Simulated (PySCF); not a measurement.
## Dipole moment and polarisability of `FC(F)(F)[SiH2]OC[SiH3]`

Species: C2H7F3OSi2.
Numbering: `[F:1][C:2]([F:3])([F:4])[SiH2:5][O:6][CH2:7][SiH3:8]` (hydrogens: H9, H10 on Si5; H11, H12 on C7; H13, H14, H15 on Si8)

Structure used (GFN2-xTB), in Å, numbered top down from 1:
```
atom  x, y, z in Å
F1     2.960    0.174    1.529
C2     2.606    0.415    0.252
F3     2.382    1.741    0.170
F4     3.717    0.186   -0.482
Si5    1.136   -0.666   -0.382
O6    -0.039   -0.150    0.567
C7    -1.409   -0.503    0.627
Si8   -2.463    0.609   -0.522
H9     1.514   -2.061   -0.173
H10    0.975   -0.355   -1.801
H11   -1.712   -0.382    1.670
H12   -1.523   -1.560    0.375
H13   -3.843    0.145   -0.378
H14   -2.310    1.996   -0.096
H15   -1.994    0.418   -1.894
```

Level: PBE0/def2-SVPD (PySCF), static field, nuclei fixed, core orbitals frozen in the response. The polarisability tensor in these axes (au):

```
x   96.07 -2.43  1.78
y   -2.43 78.06 -1.25
z    1.78 -1.25 76.44
```

Question: What are the eigenvalues, a third of the trace, and Δα (Δα² = ½Σ(αi − αj)² over the three pairs)?

Answer: Principal values 75.76, 78.24 and 96.58 au; mean 83.53 au = 12.38 Å³ = 13.77 × 10⁻⁴⁰ C²·m²/J; Δα = 19.70 au (24 % of the mean).

Question: What is the dipole moment, and where does it point?

Answer: (-3.28, -1.85, -0.81) D, 3.85 D in size, pointing from the negative to the positive side. Measured along this direction, the outermost atoms are F4 at the negative end and H13 at the positive end.

Question: How large is μ²/3kT at 350 K beside α?

Answer: In Gaussian units μ²/3kT = 102.31 Å³ against 12.38 Å³, a ratio of 8.27; the Debye molar polarisation (4π/3)N_A(α + μ²/3kT) is 289.3 cm³/mol, leaving out the vibrational part.

Question: Along which axes do the principal values lie, and how far do the nuclei extend along each?

Answer: Largest value along (0.99, -0.14, 0.10), where the nuclei span 7.44 Å; middle along (0.16, 0.88, -0.45), 3.64 Å; least along (-0.02, 0.46, 0.89), 3.16 Å. The response follows the extents in order.

Question: Refractivity n − 1 of an ideal gas of it at 273.15 K and 1 atm, from the electronic α?

Answer: N = p/kT = 2.6868 × 10¹⁹ cm⁻³, so n − 1 = 2π × N × 12.38 × 10⁻²⁴ cm³ = 2089 × 10⁻⁶ at long wavelengths, for an ideal gas.

Question: What are the principal values of the traceless quadrupole moment, Θ = ½Σq(3rr − r²1), about the centre of nuclear charge?

Answer: -3.90, 1.69, 2.21 D·Å. The values depend on the origin, since the dipole doesn't vanish. The electronic extent ⟨r²⟩ about the same centre is 1896 bohr², a root-mean-square distance of 2.54 Å for the 82 electrons.

The structure is a single GFN2-xTB conformer in the gas phase; no vibrational or solvent corrections.

These values come from a run that also computed excited states. Hardware: one thread of an Intel Xeon Platinum 8259CL at 2.50 GHz, on a shared host. Cost: 55 s wall, 0.93 GiB resident at most.
